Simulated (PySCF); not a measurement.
PySCF input file for 1-butanol (C4H10O), SMILES CCCCO, PBE-D3(BJ)/def2-SVP. Geometry: PBE-D3(BJ)/def2-SVP. The values are those of a single conformer.

```python
import numpy as np
from pyscf import gto, scf, dft, df
from pyscf.hessian import thermo

mol = gto.M(
    atom='''
    C    -0.29367397   -2.51992349   -0.00000000
    C     0.52617061   -1.22910936   -0.00000000
    C    -0.33661928    0.03458942   -0.00000000
    C     0.47139598    1.32462586    0.00000000
    O    -0.42899463    2.41929329    0.00000000
    H    -0.94985531   -2.57958962    0.89331059
    H     0.35478714   -3.41915865   -0.00000000
    H    -0.94985530   -2.57958962   -0.89331058
    H     1.19924436   -1.21544513   -0.88646692
    H     1.19924437   -1.21544513    0.88646692
    H    -1.00619343    0.04275451   -0.88800916
    H    -1.00619342    0.04275451    0.88800917
    H     1.14343679    1.33622257   -0.89637323
    H     1.14343680    1.33622257    0.89637322
    H     0.10026503    3.23583312    0.00000000
    ''',
    basis='def2-SVP',
    charge=0,
    spin=0,
    max_memory=1600,
    verbose=3,
)
mf = dft.RKS(mol, xc='pbe').density_fit(auxbasis='def2-universal-jkfit')
mf.disp = 'd3bj'
mf.grids.level = 3
mf.conv_tol = 1e-11
mf.max_cycle = 100
mf.kernel()

# [left out here: the lines that compute and print the analytic Hessian (its translational invariance restored by hand, since the grid's response is missing), thermochemistry and intensities]
```

Program output:

```
[...]
       6   H                -0.27 -0.21 -0.00    0.35  0.19  0.00   -0.03 -0.02  0.00
       7   H                -0.15 -0.23  0.16    0.04  0.39 -0.09    0.08  0.01 -0.06
       8   H                -0.03 -0.30 -0.02    0.03 -0.25  0.01   -0.15  0.02 -0.12
       9   H                -0.03 -0.30  0.02    0.03 -0.25 -0.01   -0.15  0.02  0.12
      10   H                 0.02  0.25 -0.01   -0.01  0.12 -0.00    0.19 -0.13 -0.15
      11   H                 0.02  0.25  0.01   -0.01  0.12  0.00    0.19 -0.13  0.15
      12   H                -0.02  0.11  0.01   -0.00  0.08  0.01    0.07  0.39  0.10
      13   H                -0.02  0.11 -0.01   -0.00  0.08 -0.01    0.07  0.39 -0.10
      14   H                -0.13  0.10 -0.00   -0.04  0.03  0.00   -0.25  0.18 -0.00
Mode                                24                  25                  26
Irrep
Freq [cm^-1]                     1414.4923           1420.4516           1423.4555
Reduced mass [au]                   1.1218              1.0361              1.0924
Force const [Dyne/A]                1.3225              1.2318              1.3041
Char temp [K]                    2035.1394           2043.7136           2048.0355
Normal mode                   x     y     z       x     y     z       x     y     z
       0   C                 0.02 -0.00  0.00   -0.00  0.00 -0.04   -0.02  0.01  0.00
       1   C                -0.06 -0.02  0.00   -0.00  0.00 -0.02   -0.01  0.03  0.00
       2   C                 0.01  0.03 -0.00    0.00  0.00  0.00    0.06  0.01 -0.00
       3   C                -0.01 -0.06 -0.00   -0.00 -0.00  0.00   -0.02 -0.03 -0.00
       4   O                 0.01  0.01 -0.00    0.00  0.00  0.00    0.00  0.01 -0.00
       5   H                -0.21  0.02 -0.16    0.13 -0.47  0.04    0.31 -0.05  0.23
       6   H                 0.11  0.08 -0.00   -0.00 -0.00  0.68   -0.21 -0.14 -0.00
       7   H                -0.21  0.02  0.16   -0.13  0.47  0.04    0.31 -0.05 -0.23
       8   H                 0.41  0.05  0.34    0.04  0.04  0.00    0.00 -0.06  0.01
       9   H                 0.41  0.05 -0.34   -0.04 -0.04  0.00    0.00 -0.06 -0.01
      10   H                -0.12 -0.06  0.10    0.00 -0.03 -0.00   -0.37 -0.02  0.31
      11   H                -0.12 -0.06 -0.10   -0.00  0.03 -0.00   -0.37 -0.02 -0.31
      12   H                 0.03  0.19  0.04   -0.00 -0.01 -0.00    0.11  0.07  0.09
      13   H                 0.03  0.19 -0.04    0.00  0.01 -0.00    0.11  0.07 -0.09
      14   H                -0.11  0.08 -0.00   -0.00  0.00 -0.00   -0.05  0.04  0.00
Mode                                27                  28                  29
Irrep
Freq [cm^-1]                     1433.8849           1459.9630           2867.6243
Reduced mass [au]                   1.0922              1.0991              1.0561
Force const [Dyne/A]                1.3231              1.3803              5.1169
Char temp [K]                    2063.0411           2100.5617           4125.8730
Normal mode                   x     y     z       x     y     z       x     y     z
       0   C                -0.03  0.02  0.00    0.00 -0.00 -0.00    0.00 -0.00 -0.00
       1   C                -0.06  0.02  0.00    0.01 -0.00  0.00    0.00  0.00 -0.00
       2   C                -0.04 -0.02  0.00    0.02  0.02 -0.00    0.00  0.00 -0.00
       3   C                 0.02  0.01 -0.00    0.07 -0.04  0.00   -0.06 -0.01  0.00
       4   O                 0.00 -0.00  0.00    0.02  0.00  0.00   -0.00  0.00  0.00
       5   H                 0.31 -0.05  0.24   -0.02  0.00 -0.02    0.00  0.00 -0.00
       6   H                -0.21 -0.13 -0.00    0.02  0.01  0.00   -0.00  0.00 -0.00
       7   H                 0.31 -0.05 -0.24   -0.02  0.00  0.02    0.00  0.00  0.00
       8   H                 0.27 -0.05  0.23   -0.08  0.01 -0.07   -0.01 -0.00  0.02
       9   H                 0.27 -0.05 -0.23   -0.08  0.01  0.07   -0.01 -0.00 -0.02
      10   H                 0.25  0.03 -0.21   -0.13 -0.05  0.11   -0.01  0.00 -0.01
      11   H                 0.25  0.03  0.21   -0.13 -0.05 -0.11   -0.01  0.00  0.01
      12   H                -0.15 -0.01 -0.11   -0.49  0.14 -0.38    0.39  0.01 -0.56
      13   H                -0.15 -0.01  0.11   -0.49  0.14  0.38    0.39  0.01  0.56
      14   H                 0.01 -0.01  0.00   -0.06  0.05  0.00   -0.01  0.00 -0.00
Mode                                30                  31                  32
Irrep
Freq [cm^-1]                     2897.5914           2951.2874           2964.3926
Reduced mass [au]                   1.1069              1.0612              1.0470
Force const [Dyne/A]                5.4758              5.4457              5.4209
Char temp [K]                    4168.9889           4246.2454           4265.1010
Normal mode                   x     y     z       x     y     z       x     y     z
       0   C                -0.00  0.00 -0.00    0.00 -0.00 -0.00    0.03  0.03 -0.00
       1   C                 0.00  0.00 -0.00   -0.06 -0.00  0.00   -0.01 -0.00  0.00
       2   C                -0.00 -0.00 -0.01    0.02 -0.00  0.00   -0.04 -0.00 -0.00
       3   C                 0.00  0.00  0.09   -0.00 -0.00  0.00   -0.00  0.00 -0.00
       4   O                -0.00 -0.00 -0.00    0.00  0.00 -0.00    0.00  0.00 -0.00
       5   H                 0.00  0.00 -0.00   -0.01 -0.00  0.02   -0.27 -0.02  0.37
       6   H                 0.00  0.00  0.00   -0.03  0.04 -0.00    0.23 -0.30 -0.00
       7   H                -0.00 -0.00 -0.00   -0.01 -0.00 -0.02   -0.27 -0.02 -0.37
       8   H                -0.01 -0.00  0.01    0.38  0.01 -0.54    0.07  0.00 -0.09
       9   H                 0.01  0.00  0.01    0.38  0.01  0.54    0.07  0.00  0.09
      10   H                 0.04 -0.00  0.05   -0.10  0.00 -0.14    0.25 -0.00  0.35
      11   H                -0.04  0.00  0.05   -0.10  0.00  0.14    0.25 -0.00 -0.35
      12   H                 0.40  0.02 -0.53    0.01  0.00 -0.01    0.01 -0.00 -0.01
      13   H                -0.40 -0.02 -0.53    0.01  0.00  0.01    0.01 -0.00  0.01
      14   H                 0.00 -0.00 -0.01   -0.00  0.00 -0.00    0.00 -0.00  0.00
Mode                                33                  34                  35
Irrep
Freq [cm^-1]                     2966.9403           2988.4828           3018.5118
Reduced mass [au]                   1.0507              1.1021              1.1055
Force const [Dyne/A]                5.4494              5.7995              5.9349
Char temp [K]                    4268.7666           4299.7614           4342.9664
Normal mode                   x     y     z       x     y     z       x     y     z
       0   C                 0.02  0.03 -0.00    0.00  0.00  0.01   -0.00  0.00  0.01
       1   C                 0.01  0.00 -0.00   -0.00 -0.00 -0.08   -0.00  0.00 -0.03
       2   C                 0.05 -0.00  0.00   -0.00 -0.00  0.03    0.00 -0.00 -0.08
       3   C                 0.00 -0.00  0.00   -0.00  0.00  0.00    0.00 -0.00 -0.01
       4   O                -0.00  0.00  0.00    0.00  0.00  0.00   -0.00  0.00  0.00
       5   H                -0.22 -0.01  0.30    0.07  0.00 -0.09    0.06  0.00 -0.08
       6   H                 0.21 -0.27 -0.00    0.00 -0.00  0.00    0.00 -0.00  0.01
       7   H                -0.22 -0.01 -0.30   -0.07 -0.00 -0.09   -0.06 -0.00 -0.08
       8   H                -0.08 -0.00  0.11   -0.37 -0.01  0.49   -0.14  0.00  0.19
       9   H                -0.08 -0.00 -0.11    0.37  0.01  0.49    0.14 -0.00  0.19
      10   H                -0.29  0.00 -0.41   -0.15 -0.00 -0.20    0.37 -0.00  0.49
      11   H                -0.29  0.00  0.41    0.15  0.00 -0.20   -0.37  0.00  0.49
      12   H                -0.01 -0.00  0.01    0.01 -0.00 -0.01   -0.04 -0.01  0.05
      13   H                -0.01 -0.00 -0.01   -0.01  0.00 -0.01    0.04  0.01  0.05
      14   H                -0.00  0.00 -0.00    0.00 -0.00 -0.00   -0.00  0.00  0.00
Mode                                36                  37                  38
Irrep
Freq [cm^-1]                     3049.9433           3058.3831           3723.4909
Reduced mass [au]                   1.1032              1.1030              1.0667
Force const [Dyne/A]                6.0462              6.0789              8.7136
Char temp [K]                    4388.1893           4400.3323           5357.2744
Normal mode                   x     y     z       x     y     z       x     y     z
       0   C                -0.00  0.00  0.09   -0.07  0.05 -0.00    0.00 -0.00 -0.00
       1   C                -0.00 -0.00  0.02   -0.01  0.00 -0.00   -0.00  0.00  0.00
       2   C                -0.00 -0.00  0.01   -0.00 -0.00 -0.00    0.00 -0.00  0.00
       3   C                -0.00 -0.00  0.00   -0.00 -0.00 -0.00   -0.00  0.00 -0.00
       4   O                 0.00  0.00 -0.00    0.00  0.00 -0.00   -0.03 -0.05 -0.00
       5   H                 0.39  0.03 -0.52    0.19  0.02 -0.29    0.00  0.00  0.00
       6   H                 0.00 -0.00  0.02    0.48 -0.65 -0.00   -0.00  0.00  0.00
       7   H                -0.39 -0.03 -0.52    0.19  0.02  0.29    0.00  0.00 -0.00
       8   H                 0.08  0.00 -0.11    0.03  0.00 -0.03    0.00 -0.00 -0.00
       9   H                -0.08 -0.00 -0.11    0.03  0.00  0.03    0.00 -0.00  0.00
      10   H                -0.03  0.00 -0.05    0.00 -0.00  0.00    0.00  0.00  0.00
      11   H                 0.03 -0.00 -0.05    0.00 -0.00 -0.00    0.00  0.00 -0.00
      12   H                 0.00  0.00 -0.01    0.00  0.00 -0.00   -0.00  0.00  0.00
      13   H                -0.00 -0.00 -0.01    0.00  0.00  0.00   -0.00  0.00 -0.00
      14   H                 0.00  0.00  0.00    0.00  0.00  0.00    0.52  0.82 -0.00
temperature 298.1500 [K]
pressure 101325.00 [Pa]
Rotational constants [GHz] 18.59180 1.96171 1.85802
Symmetry number 1
Zero-point energy (ZPE) 0.13300 [Eh]   349195.686 [J/mol]
                           tot       elec      trans        rot        vib
Entropy [J/mol/K]       334.892      0.000    162.445    108.635     63.811
Cv [J/mol/K]             99.468      0.000     12.472     12.472     74.525
Cp [J/mol/K]            107.782      0.000     20.786     12.472     74.525
Internal energy [J/mol]                      3718.434   3718.434 359950.545
Internal energy [Eh]   -233.04970  -233.18963
Enthalpy [J/mol]                             6197.391   3718.434 359950.545
Enthalpy [Eh]          -233.04875
Gibbs free energy [J/mol]                  -42235.735 -28671.120 340925.219
Gibbs free energy [Eh] -233.08678
mode   freq/cm-1   IR/(km/mol)
   1      112.84         2.850
   2      116.24         2.724
   3      180.47         2.134
   4      252.38         1.576
   5      277.24       109.390
   6      389.93         0.096
   7      433.75        11.421
   8      732.62         3.336
   9      792.41         1.271
  10      888.19        12.327
  11      920.03         0.031
  12     1001.12         1.822
  13     1047.68        46.406
  14     1069.79        28.546
  15     1098.26        24.060
  16     1143.67         1.901
  17     1196.06         0.025
  18     1203.46        32.505
  19     1257.63        28.721
  20     1260.01         0.601
  21     1268.14         0.264
  22     1335.77         4.310
  23     1353.30         2.475
  24     1411.08         6.583
  25     1414.49         0.413
  26     1420.45         7.023
  27     1423.46         0.948
  28     1433.88         4.528
  29     1459.96         5.075
  30     2867.62        70.395
  31     2897.59        66.927
  32     2951.29        19.201
  33     2964.39        15.072
  34     2966.94        52.694
  35     2988.48         4.832
  36     3018.51        37.666
  37     3049.94        36.854
  38     3058.38        25.634
  39     3723.49        19.999
max |gradient| / (hartree/bohr): 6.106892404167725e-05
APT charges: [ 0.0628  0.1273  0.0354  0.5557 -0.5859 -0.0193 -0.0256 -0.0193 -0.0487
 -0.0487 -0.0309 -0.0309 -0.1023 -0.1023  0.2327]
```

The calculation finished and met its thresholds.
